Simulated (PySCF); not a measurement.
# Worked example: oscillator strength and radiative lifetime

silole (C₄H₆Si), SMILES C1=C[SiH2]C=C1.

The structure is a stationary point at PBE-D3(BJ)/def2-SVP.

TDA-PBE0/def2-SVPD run with PySCF 2.14.0 puts the first singlet state with f over 0.02 at 4.62 eV (vertical), with the transition dipole (0.000, -0.864, 0.000) in atomic units.

Find the oscillator strength, the wavelength and the radiative lifetime that this transition would have in vacuum if emission retraced absorption.


|μ|² = 0.7465 au, so |μ| = 2.20 D. ΔE = 4.62/27.211 = 0.1698 hartree. f = (2/3) ΔE |μ|² = 0.084 (the program prints 0.084).
λ = 1239.84/4.62 = 268 nm; ν = 37263 cm⁻¹.
Einstein's coefficient A = 0.6670 ν² f s⁻¹ (ν in cm⁻¹) = 7.8e7 s⁻¹, so τ = 1/A = 13 ns. This state is S1. The figure is the radiative limit of this one transition; relaxation, internal conversion, crossing to triplets and a medium change what is measured.
